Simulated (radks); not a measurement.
Problem. Valence configurations of Zr II (all share [Kr]). Method: scalar-relativistic Kohn-Sham, PBEsol, spin-polarised, spherical densities, point nucleus; open shells are filled with parallel spins first (spin-orbit coupling, left out, can overturn this in heavy ions); computed with a radial shooting solver on a logarithmic mesh with Libxc functionals. Order these by energy: 5s1 5p2; 5s2 5p1; 4d1 5s1 5p1; 4d1 5s2; 4d1.5 5s1 5p0.5; 4d2 5p1; 4d1 5p2; 4d3; 4d2 5s1.

Solution. From the lowest, in eV above it: 4d2 5s1 0.000; 4d3 0.261; 4d1 5s2 1.689; 4d1.5 5s1 5p0.5 2.168; 4d2 5p1 3.926; 4d1 5s1 5p1 4.689; 5s2 5p1 7.722; 4d1 5p2 8.932; 5s1 5p2 10.880. NIST lists [Kr] 4d2 5s1 as the ground configuration; this level of theory agrees among the configurations tried. The energies are those of spherical high-spin densities, not of single terms.
